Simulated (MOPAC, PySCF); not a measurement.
H₆Ge₂, SMILES `[GeH3][GeH3]`, neutral singlet in the gas phase. 

Z-matrix (Å, degrees):
```
Ge
H 1 1.5395
H 1 1.5395 2 108.55
H 1 1.5395 2 108.55 3 117.82
Ge 1 2.4357 2 110.35 3 -121.11
H 5 1.5395 1 110.37 2 60.19
H 5 1.5395 6 108.55 1 -121.06
H 5 1.5395 6 108.55 7 -117.82
```
Charge 0, multiplicity 1.

All levels are single points at this geometry (B3LYP-D3(BJ)/def2-TZVP); Pople sets use spherical d functions. Orbital energies aren't observables, and empty levels follow the basis.

```json
[
 {"level": "B3LYP-D3(BJ)/def2-TZVP in PySCF", "HOMO (eV)": "-7.98", "LUMO (eV)": "0.00", "gap (eV)": "7.97", "dipole (D)": "0.00", "vertical IE, Delta-SCF (eV)": "10.27"},
 {"level": "PBE-D3(BJ)/def2-TZVP in PySCF", "HOMO (eV)": "-7.11", "LUMO (eV)": "-0.55", "gap (eV)": "6.56", "dipole (D)": "0.00", "vertical IE, Delta-SCF (eV)": "10.10"},
 {"level": "B3LYP/LANL2DZ in PySCF", "HOMO (eV)": "-8.09", "LUMO (eV)": "0.32", "gap (eV)": "8.41", "dipole (D)": "0.00", "vertical IE, Delta-SCF (eV)": "–"},
 {"level": "BP86/6-31G* in PySCF", "HOMO (eV)": "-7.09", "LUMO (eV)": "-0.52", "gap (eV)": "6.57", "dipole (D)": "0.00", "vertical IE, Delta-SCF (eV)": "–"},
 {"level": "M06-2X/6-31G* in PySCF", "HOMO (eV)": "-9.08", "LUMO (eV)": "1.17", "gap (eV)": "10.25", "dipole (D)": "0.00", "vertical IE, Delta-SCF (eV)": "–"},
 {"level": "PBE/6-31G* in PySCF", "HOMO (eV)": "-6.99", "LUMO (eV)": "-0.45", "gap (eV)": "6.54", "dipole (D)": "0.00", "vertical IE, Delta-SCF (eV)": "10.05"},
 {"level": "HF/6-31G* in PySCF", "HOMO (eV)": "-10.57", "LUMO (eV)": "3.25", "gap (eV)": "13.83", "dipole (D)": "0.00", "vertical IE, Delta-SCF (eV)": "9.58"},
 {"level": "HF/STO-3G in PySCF", "HOMO (eV)": "-8.77", "LUMO (eV)": "10.63", "gap (eV)": "19.40", "dipole (D)": "0.00", "vertical IE, Delta-SCF (eV)": "–"},
 {"level": "PM7 in MOPAC", "HOMO (eV)": "-10.49", "LUMO (eV)": "-1.79", "gap (eV)": "8.70", "dipole (D)": "0.00", "vertical IE, Delta-SCF (eV)": "–"}
]
```
